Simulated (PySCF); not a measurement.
## TDDFT excited states: AlAsH6

AlAsH₆.
SMILES: `[AsH3+][AlH3-]`

Computed with TDDFT B3LYP/def2-SVPD, vertical, gas phase, core orbitals frozen in the response in PySCF. Isolated species at its PBE0-D3(BJ)/def2-SVP geometry, gas phase. Relativistic effects, spin–orbit coupling among them, are left out although an element past zinc is present.

**Question.** List the vertical singlet excitations with oscillator strengths and describe the spectrum.

**Answer.** 

```csv
state,E (eV),E (hartree),f,|μ| (D),"main configurations (H = HOMO, L = LUMO)"
S1,6.03,0.2216,0.0000,0.04,H-1/H→L (98%)
S2,6.03,0.2217,0.0001,0.06,H-1/H→L (98%)
S3,6.31,0.2317,0.0001,0.07,H-1/H→L+1/L+2 (≥92%)
S4,6.35,0.2334,0.0032,0.37,H-1/H→L+1/L+2 (97%)
S5,6.36,0.2336,0.0055,0.48,H-1/H→L+1/L+2 (≥97%)
S6,6.52,0.2396,0.027,1.04,"H-1/H→L+1/L+2 (≥65%), H-2→L (17%)"
S7,7.03,0.2583,0.057,1.46,H-1/H→L+3 (≥90%)
S8,7.03,0.2583,0.059,1.49,H-1/H→L+3 (≥89%)
S9,7.10,0.2607,0.484,4.24,H-2→L (78%)
S10,7.19,0.2642,0.0035,0.36,H-2→L+1/L+2 (≥88%)
```

Triplets (Tamm–Dancoff): T1 5.76 eV, H-1/H→L (≥85%); T2 5.76 eV, H-1/H→L (≥86%); T3 5.99 eV, H-1/H→L+1/L+2 (≥83%).

The lowest singlet level (S1/S2) lies at 6.03 eV (206 nm, ultraviolet) and is dark (f under 0.0005). The strongest level in the table is S9 at 7.10 eV (175 nm, f = 0.484). S1/S2, S4/S5 and S7/S8 lie within about 0.01 eV of each other in each set. Löwdin shares by element: HOMO (one of a set within 0.03 eV) hydrogen 57% or more, aluminium 38%; LUMO arsenic 30%, hydrogen 24% or more, aluminium 20% (atoms not listed hold the other 25%). Weighted by f, the mean energy of these states is 7.05 eV. The oscillator strengths of these states sum to 0.639; summed over the whole spectrum of an exact calculation they would give the number of electrons, 52 (Thomas–Reiche–Kuhn). Orbital energies (eV): HOMO-3 -11.38, HOMO-2 -8.55, HOMO-1 -7.69, HOMO -7.69, LUMO -0.79, LUMO+1 -0.51, LUMO+2 -0.50. All these states lie below the vertical ionisation energy of 10.09 eV (ΔSCF). Orbitals of the list HOMO-3 to LUMO+2 that lie within 0.01 eV of each other are written together with a slash and their weights summed (≥ marks a lower bound); for degenerate orbitals outside that list single weights are arbitrary. Singlets were solved by full linear response, triplets in the Tamm–Dancoff approximation.

Hardware: one thread of an x86-64 server, on a shared host. Cost: 25 s of wall time.
